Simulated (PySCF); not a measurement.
# Adding and removing an electron: TlSn

UHF-CCSD(T); Tl cc-pVDZ-PP with ECP60, Sn cc-pVDZ-PP with ECP28; scalar-relativistic core potentials (PySCF 2.14). Neutral (UHF): quartet (σ ↑, π ↑↑), Re = 2.943 Å, ωe = 124 cm⁻¹, De = 1.71 eV.

TlSn⁺ (UHF): triplet (σ ↑, π ↑), Re = 3.444 Å, ωe = 64.6 cm⁻¹. The energies at the minima are -385.04659 hartree for TlSn and -384.81442 for TlSn⁺.

Problem. Work out the adiabatic ionisation energy, without and with harmonic zero-point energies (1 hartree = 27.2114 eV, 1 eV = 8065.5 cm⁻¹), and the change of the bond length.

Solution. At UHF-CCSD(T): 0.23217 hartree = 6.318 eV between the minima; the zero-point term (64.6 − 124.0)/2 cm⁻¹ = -0.004 eV makes it 6.314 eV. Re changes by +50.1 pm against the neutral. The electron leaves a π orbital, and the ion is left as a loose complex of an ion and an atom.

Correlated steps freeze 8 core orbitals. Correlated levels converge slowly with the basis: in double zeta they bind strong bonds too weakly, by up to about 1 eV, and carry superposition errors of some tenths. Spin–orbit coupling is left out, which matters for elements this heavy, above all for dissociation energies. States were picked by a PBE0 search and need not be the measured ground states.
